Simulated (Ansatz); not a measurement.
A nudged elastic band was laid between two geometries of F2GeH2 (5 atoms, charge 0, multiplicity 1).

Method: RKS B3LYP/def2-SVP in Ansatz.

```
movable images  : 5
climbing image  : yes
spring          : 5.0 eV/Å²
optimiser       : quadratic models (default)
start path      : through a guess of the saddle point
force threshold : 0.03 eV/Å
iteration limit : 60
end points      : relaxed
```

Initial state:

```xyz
5
Properties=species:S:1:pos:R:3
Ge 0.294 -0.057 0.112
F 0.329 -0.013 1.847
H 1.737 0.064 -0.390
F -0.559 1.378 -0.368
H -0.546 -1.266 -0.313
```

Final state:

```xyz
5
Properties=species:S:1:pos:R:3
Ge 0.381 -0.638 -0.806
F 1.129 0.002 1.295
H 0.708 0.797 0.954
F -0.006 1.132 -0.460
H -0.957 -1.187 -0.095
```

(1) Which bonds break or form, and what moves?

(2) What energy profile does the band end with?

(3) What is the geometry of the highest image?

Answers

(1) Bonds broken: Ge1–F2, Ge1–H3. Bonds formed: F2–H3. F2GeH2 becomes FGeH + FH.

(2) The forces met the threshold. The highest image is number 2 of 0 to 6, 2.57 eV above the first end and 1.30 eV above the last; the last end lies 1.27 eV above the first. Neighbouring images differ by up to 1.7 eV, so the band resolves the path poorly. A vibrational analysis at the climbing image gives one clearly imaginary mode, 1301i cm⁻¹: a first-order saddle point. The orbitals stay closed-shell, which can raise the energy where a bond breaks towards radicals; this wasn't checked here.

| image | path coordinate (Å) | energy (eV) | Ge1–F2 (Å) | Ge1–H3 (Å) | F2–H3 (Å) |
| --- | --- | --- | --- | --- | --- |
| 0 | 0.00 | 0.00 | 1.74 | 1.53 | 2.64 |
| 1 | 0.63 | 0.85 | 1.77 | 1.52 | 1.99 |
| 2 | 1.26 | 2.57 | 2.01 | 1.63 | 1.30 |
| 3 | 1.89 | 1.66 | 2.36 | 2.31 | 0.94 |
| 4 | 2.52 | 1.54 | 2.41 | 2.79 | 0.93 |
| 5 | 3.14 | 1.43 | 2.41 | 2.69 | 0.93 |
| 6 | 3.77 | 1.27 | 2.32 | 2.29 | 0.96 |

(3) 
```xyz
5
Properties=species:S:1:pos:R:3
Ge 0.239 -0.090 -0.338
F 0.942 0.015 1.539
H 1.660 0.070 0.453
F -0.760 1.338 -0.467
H -0.827 -1.227 -0.299
```

The run took 120 s on 1 thread of Arm Neoverse V2, with other jobs on the host, peak memory 0.13 GiB.
